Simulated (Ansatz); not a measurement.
A run for Ansatz (an electronic-structure program): R-r2SCAN/def2-TZVPP on H4N2Sn (SMILES [NH2][Sn][NH2]), a point of a torsion scan. Elements past Kr take the def2 small-core potentials; no spin–orbit coupling.

Ansatz 0.2 input:
```yaml
crystal:
  periodic: [false, false, false]
  atoms:
    - {symbol: N, position_ang: [1.66465528, -0.13239260, -0.08373755]}
    - {symbol: Sn, position_ang: [0.34723019, 0.24641774, 1.52323384]}
    - {symbol: N, position_ang: [-1.41809288, 0.09653838, 0.47760868]}
    - {symbol: H, position_ang: [1.99562820, 0.66112187, -0.62120985]}
    - {symbol: H, position_ang: [1.28447281, -0.76834441, -0.77877842]}
    - {symbol: H, position_ang: [-1.52414475, -0.07813221, -0.51196372]}
    - {symbol: H, position_ang: [-2.34658604, 0.13336702, 0.87344301]}
basis:
  gaussian:
    orbitals: def2-TZVPP
hamiltonian:
  xc: {name: r2SCAN}
scf: {lower_state_search: off}
```

It printed:

```
WARN ansatz: RAYON_NUM_THREADS=1 ignored (pool sized by the plan → 1); use --threads N
Functional definition: r2SCAN
these checks for a lower state are left out or cut short: stability, starts, cluster_reference, orbital_swaps, neighbouring_geometries, increment
integrals: 0.07 GiB planned
934 factors; their error is unknown
mean field: 0.56 GiB planned
mean field evaluation 1: about -8860.0670 eV, gradient 9.8e1 eV
mean field evaluation 2: about -8753.8518 eV, gradient 1.9e2 eV
mean field evaluation 4: about -8878.8193 eV, gradient 1.4e1 eV
mean field evaluation 8: about -8879.1625 eV, gradient 1.2e-1 eV
mean field evaluation 16: about -8879.1546 eV, gradient 6.2e-4 eV
mean field -8879.15464266 eV, -326.3029146104 hartree, gradient 6.2e-6 eV, S^2 0.000000; 0 other end points of the search recorded, 0 dependent functions left out
reference -8879.15465510 eV, -326.3029150677 hartree; 20, 20 occupied and 148, 148 virtual orbitals, 934 factors
Total energy: -8879.15465510 eV, -326.3029150677 hartree
Checks for a lower state left out: stability, starts, cluster_reference, orbital_swaps, neighbouring_geometries, increment
```

The run converged.

Cost: around 4 core-seconds (rough).
